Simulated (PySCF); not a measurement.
Electrostatic solvation of a mixed set.

Level: CAM-B3LYP/def2-SVPD in PySCF, non-relativistic, each on one gas-phase PBE0-D3(BJ)/def2-SVP geometry that isn't relaxed in the solvent. The solvent is an IEF-PCM continuum (van der Waals radii × 1.2). Only the electrostatic response of the medium enters.

Question: Order them by E(solvent) − E(gas) in acetonitrile (ε = 35.69), most negative first (kJ/mol).
A. `C#CC1=CC=CC(Cl)=C1` (1-chloro-3-ethynylbenzene)
B. `[CH3:1][C:2]#[N+:3][AlH2-:4][c:5]1[cH:6][cH:7][cH:8][s:9]1` with N3–Al4–C5–C6 101°
C. `[O:1]=[S:2]1[CH2:3][CH2:4][CH2:5][CH2:6][CH2:7][CH2:8]1` with O1–S2–C3–C4 -166°, S2–C3–C4–C5 -41°, C3–C4–C5–C6 -46°, C4–C5–C6–C7 91°

Answer: B (-56.2), C (-42.6), A (-17.2).

```
                 SMILES  charge  ΔE (kJ/mol)  polarisation term (kJ/mol)  HOMO shift (eV)  dipole gas (D)  dipole solvent (D)  atoms  lowest singlet, gas (eV)  lowest singlet, solvent (eV)
CC#[N+][AlH2-][c]1cccs1       0        -56.2                       -65.8            -0.42            8.30               10.00     17                      5.35                          5.47
            O=S1CCCCCC1       0        -42.6                       -52.8            -0.31            5.05                6.74     20                      5.78                          5.88
        C#Cc1cccc(Cl)c1       0        -17.2                       -19.5            +0.01            1.54                2.04     14                      4.98                          5.00
```

The polarisation term is half the interaction of the solute with the induced surface charges. Singlets are vertical TDDFT energies (frozen core, non-equilibrium response), the lowest in each medium.
